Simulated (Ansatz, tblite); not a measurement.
Forces on [GaClH3]- (GaH3Cl⁻) at its PBE-D4/def2-TZVPD geometry. Charge -1, multiplicity 1.

The xTB rows come from tblite.

GFN1-xTB (tblite), largest force 0.55 eV/Å:

```xyz
5
positions Å, forces eV/Å
Ga    0.148    0.074    0.137    0.188    0.095    0.174
Cl   -1.459   -0.731   -1.355    0.153    0.077    0.142
H     1.338    0.640   -0.792   -0.415   -0.198    0.294
H     0.577   -1.204    1.023   -0.160    0.419   -0.312
H    -0.604    1.221    0.986    0.234   -0.392   -0.299
```

GFN2-xTB (tblite), largest force 1.33 eV/Å:

```
Ga -0.803 -0.402 -0.746
Cl 0.913 0.457 0.847
H -0.290 -0.137 0.303
H -0.076 0.383 -0.208
H 0.257 -0.301 -0.197
```

PBE-D4/def2-TZVPD (Ansatz), largest force 0.01 eV/Å:

```
Ga -0.004 -0.002 -0.004
Cl 0.000 0.000 0.000
H 0.001 0.000 0.001
H 0.001 0.001 0.001
H 0.001 0.000 0.001
```
